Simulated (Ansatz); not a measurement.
C₄H₄O₂Ti, SMILES `C#[C][Ti]([OH])([OH])[C]#C`. The species carries charge 0 and has multiplicity 1.

```xyz
11

C    -1.699   -1.758    1.490
C    -0.797   -1.198    0.898
Ti    0.687   -0.231   -0.101
O     2.043    0.106    0.990
O     1.239   -1.206   -1.475
C    -0.133    1.511   -0.760
C    -0.645    2.544   -1.144
H    -2.493   -2.247    2.009
H     2.110    0.592    1.814
H     0.786   -1.564   -2.242
H    -1.097    3.451   -1.479
```

(1) What are the harmonic wavenumbers in cm⁻¹ at PBE0-D4/def2-TZVP (Ansatz, finite differences of forces, unscaled)? (Best estimate.)

(2) Is this a minimum?

(3) Give the ideal-gas thermochemistry at 298.15 K and 1 bar (rigid rotor, harmonic oscillator; point group C2v, symmetry number 2).

(4) And at 400, 500, 600, 800 and 1000 K?

(5) Rotational constants (cm⁻¹)?

Results:

(1) Computed: 68, 93, 93, 134, 194, 204, 212, 229, 239, 239, 243, 345, 394, 487, 525, 720, 720, 724, 725, 776, 832, 2083, 2084, 3452, 3452, 3911, 3915.

(2) Yes, all 27 modes are real.

(3) Zero-point energy 162.0 kJ/mol; H(298) − E = 193.9 kJ/mol; entropy 422.1 J/(mol·K), of which translation 169.7, rotation 114.6, vibration 137.7; G(298) − E = 68.0 kJ/mol. Modes under 100 cm⁻¹ are hindered rotations or soft bends, so the harmonic entropy is rough.

(4) 
```
T (K)  H − E (kJ/mol)  S (J/mol/K)  G − E (kJ/mol)
  400           211.1        471.7            22.4
  500           229.4        512.5           -26.8
  600           248.6        547.4           -79.9
  800           288.7        605.1          -195.3
 1000           330.9        652.0          -321.2
```

(5) 0.07015, 0.05182, 0.04138.
